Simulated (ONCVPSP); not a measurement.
**Reading a pseudo-wave (Cr)**

Columns: radius, all-electron u(r) and pseudo u(r) of the 3d shell (level -2.93 eV) of chromium in the configuration [Ne] 3s2 3p6 3d5 4s1; PBEsol, scalar-relativistic, ONCV scheme, ONCVPSP 4.0.1.

```json
{"r (bohr)": "0.062", "all-electron": "0.0141", "pseudo": "0.0017"}
{"r (bohr)": "0.125", "all-electron": "0.0748", "pseudo": "0.0138"}
{"r (bohr)": "0.188", "all-electron": "0.1717", "pseudo": "0.0461"}
{"r (bohr)": "0.250", "all-electron": "0.2824", "pseudo": "0.1047"}
{"r (bohr)": "0.312", "all-electron": "0.3929", "pseudo": "0.1916"}
{"r (bohr)": "0.375", "all-electron": "0.4953", "pseudo": "0.3034"}
{"r (bohr)": "0.438", "all-electron": "0.5831", "pseudo": "0.4280"}
{"r (bohr)": "0.500", "all-electron": "0.6535", "pseudo": "0.5512"}
{"r (bohr)": "0.562", "all-electron": "0.7086", "pseudo": "0.6652"}
{"r (bohr)": "0.625", "all-electron": "0.7495", "pseudo": "0.7648"}
{"r (bohr)": "0.688", "all-electron": "0.7770", "pseudo": "0.8420"}
{"r (bohr)": "0.750", "all-electron": "0.7930", "pseudo": "0.8894"}
{"r (bohr)": "0.812", "all-electron": "0.8000", "pseudo": "0.9034"}
{"r (bohr)": "0.875", "all-electron": "0.7996", "pseudo": "0.8840"}
{"r (bohr)": "0.938", "all-electron": "0.7933", "pseudo": "0.8427"}
{"r (bohr)": "1.000", "all-electron": "0.7827", "pseudo": "0.7998"}
{"r (bohr)": "1.062", "all-electron": "0.7688", "pseudo": "0.7705"}
{"r (bohr)": "1.125", "all-electron": "0.7522", "pseudo": "0.7525"}
{"r (bohr)": "1.188", "all-electron": "0.7339", "pseudo": "0.7341"}
{"r (bohr)": "1.250", "all-electron": "0.7146", "pseudo": "0.7148"}
{"r (bohr)": "1.312", "all-electron": "0.6947", "pseudo": "0.6949"}
{"r (bohr)": "1.375", "all-electron": "0.6741", "pseudo": "0.6742"}
{"r (bohr)": "1.438", "all-electron": "0.6533", "pseudo": "0.6534"}
{"r (bohr)": "1.500", "all-electron": "0.6330", "pseudo": "0.6330"}
{"r (bohr)": "1.562", "all-electron": "0.6129", "pseudo": "0.6129"}
{"r (bohr)": "1.625", "all-electron": "0.5929", "pseudo": "0.5928"}
```

(1) How many radial nodes do the two functions have?

(2) At about which radius was the pseudo-wave matched?

(3) Where does each function peak?

(4) Is the pseudo-wave norm-conserving?

## Answers

(1) The all-electron 3d function has n − l − 1 = 0; the pseudo-wave has 0.

(2) 1.10 bohr, where the columns begin to agree (steps of 0.06 bohr).

(3) Outermost all-electron maximum near 0.81 bohr, pseudo maximum near 0.81 bohr (to the table’s step).

(4) Yes: the ONCV scheme keeps the norm inside the radius equal to the all-electron one, which fixes the energy derivative of the logarithmic derivative at the level.
